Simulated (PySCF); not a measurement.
System: C6H13S, net charge 0, doublet state. It need not be the lowest isomer of its formula. SMILES: C(CC[CH2])CSC
Geometry from a B3LYP-D3(BJ)/def2-TZVP (Ansatz) optimisation:
```xyz
20

C     -4.0683     0.6516    -0.4740
C     -2.7213     0.8813     0.1054
C     -1.6742    -0.1619    -0.3445
C     -0.2964     0.0909     0.2656
C      0.7340    -0.9378    -0.1841
S      2.3917    -0.7377     0.5393
C      2.9343     0.7802    -0.2898
H     -4.3346     1.0558    -1.4414
H     -4.7595    -0.0417    -0.0137
H     -2.3544     1.8742    -0.1744
H     -2.7722     0.8601     1.1990
H     -1.6052    -0.1505    -1.4364
H     -2.0237    -1.1612    -0.0680
H      0.0389     1.0946    -0.0099
H     -0.3625     0.0752     1.3567
H      0.8292    -0.9438    -1.2731
H      0.4231    -1.9409     0.1152
H      3.9679     0.9488     0.0091
H      2.3400     1.6424     0.0097
H      2.8968     0.6638    -1.3736
```
Charge 0, spin multiplicity 2.

Dispersion corrections to the total energy (kcal/mol) from the dftd3 and dftd4 libraries through PySCF: D3(BJ) without and D4 with the three-body term, each with the damping fitted for the functional named.

```json
[
 {"functional": "B3LYP", "D3(BJ)": "-18.13", "D4": "-15.70"},
 {"functional": "BHLYP", "D3(BJ)": "?", "D4": "-11.08"},
 {"functional": "BLYP", "D3(BJ)": "-22.25", "D4": "-21.84"},
 {"functional": "PBE", "D3(BJ)": "-10.82", "D4": "-9.93"},
 {"functional": "TPSSh", "D3(BJ)": "?", "D4": "-12.22"},
 {"functional": "HSE06", "D3(BJ)": "-6.97", "D4": "-7.78"},
 {"functional": "r2SCAN", "D3(BJ)": "?", "D4": "-2.70"}
]
```

Q: Complete the blanks.

A: 
- BHLYP, D3(BJ): -13.85
- TPSSh, D3(BJ): -12.36
- r2SCAN, D3(BJ): -3.22
